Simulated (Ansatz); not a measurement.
Computed with Ansatz on PBE0-D4/def2-TZVP structures; ΔE is electronic, products minus reactants. CCSD(T)/CBS is the MP2 limit (def2-TZVPP, def2-QZVPP) plus CCSD(T) − MP2 in def2-TZVPP, frozen cores. This one scheme is used for every species. Functionals use def2-TZVPP. B3LYP here is the variant with VWN-RPA as its local correlation; programs differ in this. HSE06 is defined as in plane-wave codes. def2 core potentials past Kr. For In outer-core shells are correlated without core-valence functions, which leaves a few kJ/mol of doubt a bond. Each species was taken in one conformer, which may not be the lowest.

Consider the formal hydrolysis of a C–In bond: `C[C](=N)[InH][Cl]` + H₂O → `CC(=N)O` + `[Cl][InH2]`.

| level | ΔE (kJ/mol) | difference from CCSD(T)/CBS |
| --- | --- | --- |
| LDA (SPW92) | -33.7 | -28.3 |
| PBE-D4 | -16.6 | -11.2 |
| revPBE-D4 | -14.7 | -9.3 |
| BLYP-D4 | -10.1 | -4.7 |
| r2SCAN-D4 | -25.8 | -20.4 |
| B97M-V | -35.0 | -29.6 |
| PBE0-D4 | -24.9 | -19.5 |
| B3LYP-D4 | -18.5 | -13.1 |
| HSE06-D4 | -24.4 | -19.0 |
| BHLYP-D4 | -27.6 | -22.2 |
| CAM-B3LYP-D4 | -31.4 | -26.0 |
| ωB97X-V | -32.3 | -26.9 |
| ωB97M-V | -26.9 | -21.5 |
| B2PLYP | -20.0 | -14.6 |
| PBE-QIDH | -25.1 | -19.7 |
| PBE | -21.6 | -16.2 |
| revPBE | -20.0 | -14.6 |
| BLYP | -19.3 | -13.9 |
| r2SCAN | -27.1 | -21.7 |
| PBE0 | -29.5 | -24.1 |
| B3LYP | -26.7 | -21.3 |
| r2SCANh | -29.3 | -23.9 |
| r2SCAN0 | -32.3 | -26.9 |
| HSE06 | -29.0 | -23.6 |
| BHLYP | -36.7 | -31.3 |
| LC-ωPBE | -39.9 | -34.5 |
| RPA@PBE/def2-TZVPP | -13.2 | -7.8 |
| HF/def2-SVP | -65.6 | -60.2 |
| MP2/def2-SVP | -34.4 | -29.0 |
| CCSD/def2-SVP | -39.5 | -34.1 |
| CCSD(T)/def2-SVP | -36.6 | -31.2 |
| HF/def2-TZVPP | -52.2 | -46.8 |
| MP2/def2-TZVPP | -5.7 | -0.3 |
| SCS-MP2/def2-TZVPP | -12.2 | -6.8 |
| CCSD/def2-TZVPP | -18.3 | -12.9 |
| CCSD(T)/def2-TZVPP | -12.7 | -7.3 |
| HF/def2-QZVPP | -51.6 | -46.2 |
| HF/CBS(def2) | -51.5 | -46.1 |
| MP2/CBS(def2) | 1.6 | 7.0 |
| CCSD/CBS(def2) | -11.0 | -5.6 |
| CCSD(T)/CBS | -5.4 | 0 |

Largest T1 diagnostic among the species: 0.014.

From PBE to PBE0 (25 % exact exchange), in def2-TZVPP and without D4, ΔE moves by −7.9 kJ/mol. At CCSD(T), def2-SVP lies −31.2 kJ/mol from the extrapolated value and def2-TZVPP −7.3 kJ/mol. In def2-TZVPP, CCSD(T) changes the Hartree–Fock value by +39.5 kJ/mol (the triples alone add +5.6 kJ/mol) and MP2 by +46.5 kJ/mol.
